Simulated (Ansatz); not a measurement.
Correlation energies of `[SeH]B([SeH])[SeH]` by basis set

```xyz
7

Se    0.5932    1.1311   -1.5425
B    -0.2173   -0.0956   -0.2810
Se   -1.6691   -1.1744   -0.9893
Se    0.2878   -0.3252    1.5708
H     1.5773    1.6920   -0.6099
H    -1.9406   -1.8970    0.2606
H     1.3687    0.6690    1.5913
```

The species carries charge 0 and has multiplicity 1. Correlated methods include outer-core shells of Se, which these sets cover unevenly. Scalar relativity is left out up to krypton. The structure was optimised at the PBE0-D4/def2-TZVP level. It is one conformer, not always the lowest. Frozen core, restricted reference, the Gaussian-basis code of Ansatz.

```json
{"basis": "def2-SVP", "HF (Eh)": "?", "MP2 corr.": "-0.79985", "CCSD corr.": "?", "(T)": "-0.02502", "CCSD(T) total": "?"}
{"basis": "def2-TZVPP", "HF (Eh)": "-7226.03889", "MP2 corr.": "-0.92871", "CCSD corr.": "-0.94851", "(T)": "-0.03948", "CCSD(T) total": "-7227.02688"}
{"basis": "def2-QZVPP", "HF (Eh)": "?", "MP2 corr.": "?", "CCSD corr.": "–", "(T)": "–", "CCSD(T) total": "–"}
```

Question: Fill in the withheld values. (An estimate is asked.)

Answer: The calculation gave: def2-SVP HF (Eh): -7225.12115; def2-SVP CCSD corr.: -0.81732; def2-SVP CCSD(T) total: -7225.96349; def2-QZVPP HF (Eh): -7226.18142; def2-QZVPP MP2 corr.: -1.84520.
